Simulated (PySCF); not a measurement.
## Electron correlation in I⁻ (iodine, charge -1)

Starting occupation: [Xe]. All numbers are calculated (PySCF 2.14, X2C-1e with screened-nucleus spin-orbit coupling, Gaussian nucleus, in x2c-TZVPall-2c with one added diffuse shell each of s, p, d, f type (9s10p6d3f, 90 functions)). Frozen: [Ar] 3d10; 26 electrons correlated; the 6 highest virtual spinors left out.

MP2 pair energies summed by pair of shells (mhartree):

```json
{"pair": "4d3/2-4d5/2", "energy": "-123.20", "share (%)": "18.3"}
{"pair": "4d5/2-4d5/2", "energy": "-91.73", "share (%)": "13.6"}
{"pair": "5p3/2-5p3/2", "energy": "-45.10", "share (%)": "6.7"}
{"pair": "5p1/2-5p3/2", "energy": "-43.92", "share (%)": "6.5"}
{"pair": "4d3/2-4d3/2", "energy": "-40.05", "share (%)": "6.0"}
{"pair": "4d5/2-5p3/2", "energy": "-37.31", "share (%)": "5.5"}
{"pair": "4d5/2-4p3/2", "energy": "-27.12", "share (%)": "4.0"}
{"pair": "4d3/2-5p3/2", "energy": "-23.59", "share (%)": "3.5"}
{"pair": "5p3/2-5s1/2", "energy": "-23.01", "share (%)": "3.4"}
{"pair": "4d5/2-5s1/2", "energy": "-22.19", "share (%)": "3.3"}
{"pair": "4d5/2-5p1/2", "energy": "-20.36", "share (%)": "3.0"}
{"pair": "4d3/2-4p3/2", "energy": "-18.33", "share (%)": "2.7"}
{"pair": "4d3/2-5s1/2", "energy": "-14.50", "share (%)": "2.2"}
{"pair": "4d3/2-5p1/2", "energy": "-14.02", "share (%)": "2.1"}
{"pair": "4d5/2-4p1/2", "energy": "-13.54", "share (%)": "2.0"}
{"pair": "4p3/2-4p3/2", "energy": "-13.23", "share (%)": "2.0"}
{"pair": "4p1/2-4p3/2", "energy": "-11.99", "share (%)": "1.8"}
{"pair": "5p1/2-5s1/2", "energy": "-11.79", "share (%)": "1.8"}
{"pair": "5p1/2-5p1/2", "energy": "-11.24", "share (%)": "1.7"}
{"pair": "4d5/2-4s1/2", "energy": "-10.76", "share (%)": "1.6"}
{"pair": "4d3/2-4p1/2", "energy": "-8.78", "share (%)": "1.3"}
{"pair": "4d3/2-4s1/2", "energy": "-7.14", "share (%)": "1.1"}
{"pair": "4p3/2-4s1/2", "energy": "-6.70", "share (%)": "1.0"}
{"pair": "5s1/2-5s1/2", "energy": "-6.19", "share (%)": "0.9"}
{"pair": "4p3/2-5s1/2", "energy": "-4.85", "share (%)": "0.7"}
{"pair": "4p3/2-5p3/2", "energy": "-3.70", "share (%)": "0.5"}
{"pair": "4p1/2-4p1/2", "energy": "-3.36", "share (%)": "0.5"}
{"pair": "4p1/2-4s1/2", "energy": "-3.36", "share (%)": "0.5"}
{"pair": "4p3/2-5p1/2", "energy": "-2.46", "share (%)": "0.4"}
{"pair": "4s1/2-4s1/2", "energy": "-2.26", "share (%)": "0.3"}
```

Total MP2 correlation energy: -672.39 mhartree.

This basis was not built for core-valence correlation, so the inner-shell part is incomplete.
